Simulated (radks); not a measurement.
Results of a calculation; reference values are marked as such.
The phosphorus anion P3-, [Ar], held by a Watson sphere: a shell of charge +3 at radius R that stands for the Madelung well of a crystal (potential energy -3/R inside, -3/r outside, in hartree with lengths in bohr). Level of theory: non-relativistic Kohn-Sham, LDA (Slater exchange, VWN5 correlation), spin-polarised, spherical densities, point nucleus (a radial shooting solver on a logarithmic mesh with Libxc functionals). Response by self-consistent Sternheimer equations with the Hartree and adiabatic LDA kernel. The sphere does not respond.

\begin{tabular}{lrrrrrrr}
R (bohr) & e(2p) (eV) & e(3s) (eV) & e(3p) (eV) & <r> 3p (bohr) & sum of <r^2> (bohr^2) & X-ray form factor at sin(theta)/lambda = 0.3 1/angstrom & alpha (bohr^3) \\ \hline
2.92 & -120.77 & -13.660 & -6.298 & 2.615 & 61.02 & 8.468 & 55.10 \\
3.76 & -120.65 & -11.861 & -4.813 & 2.939 & 75.75 & 8.535 & 102.0 \\
3.82 & -120.63 & -11.762 & -4.723 & 2.962 & 76.85 & 8.539 & 106.6 \\
3.96 & -120.59 & -11.545 & -4.520 & 3.015 & 79.45 & 8.545 & 117.9 \\
4.5 & -120.42 & -10.864 & -3.839 & 3.214 & 89.94 & 8.560 & 172.7 \\
\end{tabular}
